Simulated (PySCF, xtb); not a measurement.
Tc(O)3(Me) (CH3O3Tc), SMILES [CH3][Tc](=[O])(=[O])=[O], multiplicity 1.

GFN2-xTB (xtb 6.7.1) at its own geometry gives an orbital gap of 3.41 eV and a dipole moment of 2.95 D.

The structure is a stationary point at r2SCAN-D4/def2-SVP. The spin state was assumed, not searched. The def2 effective core potentials stand for the cores of Tc; spin–orbit coupling is left out.

What does PBE/def2-TZVP (PySCF) give? (The exact figures need the calculation; the answer reports its results.)

gap 3.75 eV (levels -8.05 and -4.30 eV), dipole 2.75 D.
